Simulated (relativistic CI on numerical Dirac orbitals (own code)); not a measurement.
# Pd²⁺ (4d8) in a crystal field

Calculated by Dirac-Coulomb-Breit CI, separate exchange-only KLI orbitals for each configuration, model QED (radiative potential, 1s self-energy scaled to tabulated hydrogen-like ionisation energies), one configuration in a parametric crystal field, unscaled Slater integrals (own radial code). With so little scaling, terms lie 10 to 35 % too far apart, which can change the order of excited levels.

Field parameters in Wybourne normalisation: Td as Oh with Dq negative (B⁴₀ = 21Dq, B⁴₄ = √(5/14) B⁴₀). The field is a parameter set, without covalency.

S is read from ⟨S²⟩ = S(S + 1).

Levels (cm⁻¹, degeneracy): 0 (1), 641 (3), 1493 (2), 2511 (3), 5263 (3), 5541 (3), 6198 (1), 6480 (2), 9767 (3), 15201 (3), 15217 (2), 19343 (3).

Problem. Which field gives this pattern?
A. Td, 10Dq = -17200 cm⁻¹
B. Td, 10Dq = -3800 cm⁻¹
C. Td, 10Dq = -12150 cm⁻¹
D. Td, 10Dq = -13800 cm⁻¹

Solution. B. Td, 10Dq = -3800 cm⁻¹, ground level with S = 1.00.
